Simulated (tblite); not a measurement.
Level: GFN2-xTB in tblite, geometry and Hessian alike; calculated harmonic values, unscaled, isolated species. This tight-binding method is rough: wavenumbers can miss measured ones by several per cent, in bad cases by 10 to 20. Modes of hydrogen on silicon can be 10 to 20 % off. One conformer each. Open shells enter through the occupations alone, without spin polarisation, and single modes of such species can be off by tens of per cent. Thermal functions are those of the rigid rotor and harmonic oscillator, without mixing of conformers.

Task: Order these by their ideal-gas entropy at 200 K and 1 bar, highest first (cal/(mol K)).
A. `C#C[C@@H]1C[C@@H](C(F)(F)F)S1`
B. `CC(C)[Si@H](C#N)C[SiH2]O`
C. `C=[C]C(F)=C(F)F` [radical]
D. `CC(C)(CF)C(=O)Cl`
E. `C[Si@@]1(COC=O)CO[SiH2]O1`
F. `C[SiH2]NC(=O)[C@@H]1CC[SiH2]1`
G. `COC1=COC=P1`

Result: B (100.3), E (96.9), F (96.1), A (87.7), D (83.6), C (77.4), G (72.7).

| SMILES | atoms | mass (u) | symmetry number | modes under 300 cm⁻¹ | ZPE (kcal/mol) | S translation (cal/(mol K)) | S rotation | S vibration | S spin | S | Cp |
| --- | --- | --- | --- | --- | --- | --- | --- | --- | --- | --- | --- |
| CC(C)[Si@H](C#N)C[SiH2]O | 22 | 159.05 | 1 | 11 | 104.9 | 39.1 | 29.3 | 31.8 | 0.0 | 100.3 | 39.1 |
| C[Si@@]1(COC=O)CO[SiH2]O1 | 20 | 178.01 | 1 | 10 | 88.5 | 39.5 | 29.1 | 28.3 | 0.0 | 96.9 | 35.2 |
| C[SiH2]NC(=O)[C@@H]1CC[SiH2]1 | 22 | 159.05 | 1 | 9 | 104.8 | 39.1 | 29.2 | 27.8 | 0.0 | 96.1 | 34.7 |
| C#C[C@@H]1C[C@@H](C(F)(F)F)S1 | 15 | 166.01 | 1 | 7 | 59.4 | 39.3 | 28.8 | 19.6 | 0.0 | 87.7 | 28.3 |
| CC(C)(CF)C(=O)Cl | 16 | 138.02 | 1 | 7 | 76.6 | 38.7 | 27.8 | 17.0 | 0.0 | 83.6 | 27.1 |
| C=[C]C(F)=C(F)F | 9 | 107.01 | 1 | 5 | 28.5 | 38.0 | 26.5 | 11.5 | 1.4 | 77.4 | 21.9 |
| COc1cocp1 | 12 | 116.00 | 1 | 4 | 52.7 | 38.2 | 26.5 | 8.1 | 0.0 | 72.7 | 19.4 |

Entropies and Cp are for 200 K and 1 bar.
